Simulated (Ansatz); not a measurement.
CH$_{3}$ClFGaO (`C[O][Ga]([F])[Cl]`) from Hartree–Fock to CCSD(T)

Cartesian coordinates in Å:
```
C -0.2940 -0.5469 1.1463
O 0.5053 0.4163 0.4846
Ga 0.4106 0.6882 -1.2463
F -0.7131 -0.2673 -2.1760
Cl 1.5987 2.1177 -2.2297
H 0.3566 -1.2724 1.6428
H -0.9640 -1.0883 0.4709
H -0.9000 -0.0474 1.9075
```

Total charge 0; spin multiplicity 1. Correlated methods include outer-core shells of Ga, which these sets cover unevenly. Scalar relativity is left out up to krypton. All single points use the PBE0-D4/def2-TZVP geometry. It is one conformer, not always the lowest. Frozen core, restricted reference, the Gaussian-basis code of Ansatz.

| basis | HF (Eh) | MP2 corr. |
| --- | --- | --- |
| def2-SVP | -2596.22174 | -0.85137 |
| def2-TZVPP | -2596.89440 | -1.06650 |
| def2-QZVPP | -2596.95813 | -1.38688 |

Task: Estimate the CCSD correlation energy and the (T) correction in each basis where they were run (hartree).

Result: 
```
     basis  CCSD corr.       (T)
  def2-SVP    -0.87089  -0.02140
def2-TZVPP    -1.08629  -0.04109
```
